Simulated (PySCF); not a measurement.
# Telling isomers of C$_{8}$H$_{11}$ClSi apart by NMR

PySCF 2.14 calculation with σ from GIAO-PBE0/pcSseg-1 and geometry from GFN2-xTB; single conformer, in vacuum, relativity neglected, averaged over atoms made equivalent by symmetry, fast rotation or ring inversion.

Chemical shifts δ = σref − σ; ¹H and ¹³C against TMS, all at this level. Where no couplings were computed, multiplicities follow the n + 1 count of equivalent neighbours, and m marks all less simple cases (inequivalent or close neighbours, rings, F or P nearby). Shifts are as computed. Against solution values, carbons near 30 ppm lie about +3 ppm off and those near 130 ppm about +5 ppm; carbons on Cl a further +6 ppm. Of 1211 compounds with measured shifts, 218 miss one by over three times the rms of a fit or turn the order of signals round; such compounds aren't used in these exercises. Carbons bonded to Cl come out too deshielded.

(1) Tabulate the signals of `C[Si](C)(Cl)c1ccccc1`, `[SiH3]CC1=CC2(CC2)C(Cl)=C1`, `CC#CC1=CC[Si@H](Cl)CC1` and their relative energies.

(2) What is the quickest way to tell C[Si](C)(Cl)c1ccccc1 from CC#CC1=CC[Si@H](Cl)CC1?

(3) What is the quickest way to tell C[Si](C)(Cl)c1ccccc1 from [SiH3]CC1=CC2(CC2)C(Cl)=C1?

(4) What is the quickest way to tell [SiH3]CC1=CC2(CC2)C(Cl)=C1 from CC#CC1=CC[Si@H](Cl)CC1?

Answers

(1) 
```json
{"SMILES": "C[Si](C)(Cl)c1ccccc1", "carbon types": "1×C 5×CH 2×CH3", "δC": "144.0, 138.8, 135.8, 133.1, 3.4", "δH": "7.77 (m, 2H), 7.69 (m, 1H), 7.67 (m, 2H), 0.57 (s, 6H)", "E rel. (kcal/mol)": "0.0"}
{"SMILES": "[SiH3]CC1=CC2(CC2)C(Cl)=C1", "carbon types": "3×C 2×CH 3×CH2", "δC": "152.1, 148.2, 136.0, 134.8, 41.5, 17.1, 15.9", "δH": "6.42 (s, 1H), 5.86 (s, 1H), 3.91 (t, 3H), 2.14 (q, 2H), 1.42 (m, 2H), 1.42 (m, 2H)", "E rel. (kcal/mol)": "92.5"}
{"SMILES": "CC#CC1=CC[Si@H](Cl)CC1", "carbon types": "3×C 1×CH 3×CH2 1×CH3", "δC": "138.1, 135.4, 95.1, 88.4, 31.4, 20.6, 17.2, 5.8", "δH": "6.33 (m, 1H), 5.03 (m, 1H), 2.61 (m, 1H), 2.28 (m, 1H), 2.20 (m, 1H), 2.17 (s, 3H), 1.69 (m, 1H), 1.00 (m, 1H), 0.94 (m, 1H)", "E rel. (kcal/mol)": "59.6"}
```

Energies are electronic energies at PBE0/pcSseg-1 on these geometries, without zero-point or thermal terms, each for the one conformer computed, which needn't be the lowest.

(2) Count the carbon signals: 5 against 8. The first has a substituted aromatic carbon (C) at 144.0 ppm, the second an allylic sp3 CH2 at 31.4 ppm. Their most deshielded carbons lie at 144.0 and 138.1 ppm. In the proton spectra the most deshielded non-exchanging signals are 7.77 (m, 2H) and 6.33 (m, 1H).

(3) Count the carbon signals: 5 against 7. The first has a methyl carbon bonded to Si (CH3) at 3.4 ppm, the second a three-membered-ring carbon (C) at 41.5 ppm. Their most deshielded carbons lie at 144.0 and 152.1 ppm. In the proton spectra the most deshielded non-exchanging signals are 7.77 (m, 2H) and 6.42 (s, 1H).

(4) Count the carbon signals: 7 against 8. The first has a three-membered-ring carbon (C) at 41.5 ppm, the second a propargylic methyl carbon (CH3) at 5.8 ppm. Their most deshielded carbons lie at 152.1 and 138.1 ppm.
